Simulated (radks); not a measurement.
P4+, configuration [He] 2p6 3s1 3p2 (not the ground configuration).

Method: non-relativistic Kohn-Sham, PBE, spin-polarised, spherical densities, point nucleus; open shells are filled with parallel spins first; computed with a radial shooting solver on a logarithmic mesh with Libxc functionals.

Energy parts (hartree):
total: -322.65203
kinetic: 322.33585
electron-nucleus: -735.92722
Hartree: 110.66498
exchange-correlation: -19.72564

Orbitals (lengths in bohr, moments of r in powers of bohr):
orbital  occ.  eigenvalue (hartree)   <1/r>
1s up       1             -80.77111   14.58
1s down     1             -80.74002   14.58
2p up       3              -8.22971   2.853
2p down     3              -8.18364   2.854
3s up       1              -2.60223  0.9698
3p up       2              -2.17551  0.9041

The highest occupied level is 3p up at -59.199 eV. Virial ratio -V/T = 2.00098. Spin moment in Bohr magnetons: 3. The spin density at the nucleus is 12.64 e/bohr^3 (1s -0.15, 3s 12.79), a Fermi contact field of 662 T. The electron density at the nucleus is 2048 e/bohr^3.
